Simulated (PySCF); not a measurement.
## AsF and its ions

UHF-SCS-MP2; PySCF, no relativity, basis sets As aug-pcseg-1, F aug-pcseg-1. Neutral (UHF): triplet (π ↑↑), Re = 1.803 Å, ωe = 645 cm⁻¹, De = 3.95 eV.

AsF⁺ (UHF): doublet (π ↑), Re = 1.712 Å, ωe = 784 cm⁻¹, De = 4.28 eV to As⁺ + F. The energies at the minima are -2333.59119 hartree for AsF and -2333.24389 for AsF⁺.

**Question.** Work out the adiabatic ionisation energy, without and with harmonic zero-point energies (1 hartree = 27.2114 eV, 1 eV = 8065.5 cm⁻¹), and the change of the bond length.

**Answer.** At UHF-SCS-MP2: 0.34730 hartree = 9.451 eV between the minima; the zero-point term (784.0 − 645.0)/2 cm⁻¹ = +0.009 eV makes it 9.459 eV. Re changes by -9.1 pm against the neutral. The electron leaves a π orbital, and the shorter bond of the ion fits an antibonding orbital, or a change in how ionic the bond is.

Correlated steps freeze 10 core orbitals. Correlated levels converge slowly with the basis: in double zeta they bind strong bonds too weakly, by up to about 1 eV, and carry superposition errors of some tenths. Spin–orbit coupling is left out. For an ion De counts to the pair picked by the measured ionisation energies or electron affinities, which need not be the lowest pair at this level. States were picked by a PBE0 search and need not be the measured ground states.
